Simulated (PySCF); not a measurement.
C3H7BO3, SMILES COB1COCO1.

The structure is a stationary point at PBE0-D3(BJ)/def2-SVP. The structure was generated by enumeration, and PubChem lists no compound with its InChIKey, so it may never have been made. One conformer was computed; it need not be the lowest.

Two levels are set side by side: PBE/def2-TZVP (PySCF) and ωB97X/def2-TZVP (PySCF). Same geometry, gas phase. Differences are taken from unrounded values.

| quantity | PBE |
|---|---|
| orbital gap (eV) | 5.94 |
| highest occupied level (eV) | -5.90 |
| lowest empty level (eV) | 0.03 |
| dipole moment (D) | 1.92 |
| mean polarisability (bohr³) | 60.4 |

**Question.** These are the PBE values. What does ωB97X give? (Estimate from the structure and the level; the computed values follow.)

**Answer.** 
```csv
quantity,ωB97X,PBE minus ωB97X
orbital gap (eV),12.71,-6.77
highest occupied level (eV),-9.94,4.04
lowest empty level (eV),2.77,-2.73
dipole moment (D),2.10,-0.17
mean polarisability (bohr³),56.9,3.5
```

Without exact exchange PBE keeps part of each electron's self-repulsion, which lifts occupied levels and narrows the gap. PBE's more diffuse valence density responds more strongly to a field. Differences between two approximate levels are no errors against the true value.

Rough cost on one machine, each run with all the roots and properties that it gave: ωB97X against PBE within a factor of 2.
